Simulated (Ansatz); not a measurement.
`FCB1N[SiH2]1` + `C/C=N/C` → `CB1N[SiH2]1` + `C/C=N/CF`  (formal exchange of groups at a B–C bond)

Computed with Ansatz on PBE0-D4/def2-TZVP structures; ΔE is electronic, products minus reactants. CBS: MP2 limit from def2 TZ/QZ plus the TZ coupled-cluster correction, frozen cores. Double bonds are as drawn, so ΔE can hold a change between cis and trans. DFT in def2-TZVPP. B3LYP here is the variant with VWN-RPA as its local correlation; programs differ in this. One conformer a species, not always the lowest.

`FCB1N[SiH2]1`:

Cartesian coordinates in Å:
```
F -0.626 1.378 -2.147
C -0.644 0.106 -1.595
B -0.054 0.047 -0.151
N 0.150 -0.935 0.801
Si 0.744 0.546 1.528
H -1.683 -0.247 -1.597
H -0.081 -0.559 -2.264
H -0.004 -1.927 0.900
H 2.203 0.578 1.802
H -0.005 1.012 2.723
```

`C/C=N/C`:

```xyz
11

C    -1.840    0.098   -0.218
C    -0.370    0.293   -0.105
N     0.417   -0.645    0.189
C     1.822   -0.350    0.273
H    -2.368    0.756    0.479
H    -2.185    0.362   -1.223
H    -2.103   -0.938   -0.006
H     0.007    1.313   -0.292
H     2.367   -0.984   -0.433
H     2.066    0.703    0.066
H     2.186   -0.607    1.271
```

`CB1N[SiH2]1`:

Cartesian coordinates in Å:
```
C 1.214 -1.177 -0.415
B 0.134 -0.132 -0.029
N -0.612 0.862 -0.631
Si -1.123 0.880 1.048
H 2.111 -1.043 0.196
H 0.854 -2.189 -0.205
H 1.502 -1.126 -1.469
H -0.713 1.263 -1.552
H -0.816 2.136 1.784
H -2.550 0.527 1.274
```

`C/C=N/CF`:

Z-matrix (Å, degrees):
```
C
C 1 1.485
H 1 1.095 2 110.2
H 1 1.094 2 110.2 3 -117.4
H 1 1.089 2 110.6 3 121.1
N 2 1.262 1 122.5 3 -119.4
H 2 1.103 1 116.4 3 60.5
C 6 1.426 2 117.4 1 178.2
F 8 1.373 6 109.2 2 131.8
H 8 1.101 6 113.4 2 12.0
H 8 1.095 6 109.0 2 -110.9
```

```tsv
level	ΔE (eV)
PBE-D4	-0.37
PBE0-D4	-0.38
r2SCAN	-0.40
B3LYP	-0.35
MP2/def2-TZVPP	-0.41
SCS-MP2/def2-TZVPP	-0.38
CCSD/def2-TZVPP	-0.38
HF/CBS(def2)	-0.39
```

**Question.** What does CCSD(T)/CBS give? (Estimate.)

**Answer.** Ansatz gave: -0.38 eV. The listed levels differ from it by 0.01, 0.00, -0.02, 0.03, -0.03, 0.00, 0.00, -0.01 eV.

Largest T1 diagnostic among the species: 0.013.
